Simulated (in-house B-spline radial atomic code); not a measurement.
Configurations of Pr VI (Pr5+), with energies counted from [Kr] 4d10 5s2 5p6. Level of theory: scalar-relativistic (X2C) PBE0, spin-polarised, spherical fractional occupations, exact exchange averaged over the configuration, Fermi nucleus of rms radius 4.8919 fm; calculated with an all-electron radial atomic-structure program (B-spline basis). Shells without spins written out take the highest spin.

Occupations are held fixed; configurations that lie above the ionisation limit could autoionise.

```tsv
configuration	E - E(ref) (eV)	highest orbital	its <r> (bohr)
[Kr] 4d10 5s2 5p5 6s1	37.948	6s up	2.786
[Kr] 4d10 5s2 5p5 6p1	44.719	6p up	3.121
[Kr] 4d10 5s2 5p5 6f1	63.411	6f up	5.154
[Kr] 4d9 5s2 5p6 5f1	164.23	5f up	2.818
[Ar] 3d10 4s2 4p5 4d10 5s2 5p6 6s1	260.32	6s up	2.752
[Ar] 3d10 4s2 4p5 4d10 5s2 5p6 5f1	274.54	5f up	2.812
```

**Question.** Order these further configurations by energy, lowest first.
A. [Ar] 3d9 4s2 4p6 4d10 5s2 5p6 5f1
B. [Ar] 3d10 4s2 4p5 4d10 5s2 5p6 6d1
C. [Kr] 4d10 5s1 5p6 5d1
D. [Kr] 4d10 5s2 5p5 5f1
E. [Ar] 3d9 4s2 4p6 4d10 5s2 5p6 6p1

**Answer.** C (49.228 eV), D (52.184 eV), B (276.67 eV), E (982.58 eV), A (989.86 eV).

**Question.** How far above the reference does [Ar] 3d9 4s2 4p6 4d10 5s2 5p6 6f1 lie?

**Answer.** 1001.5 eV; its least bound orbital is 6f up with <r> = 5.031 bohr.
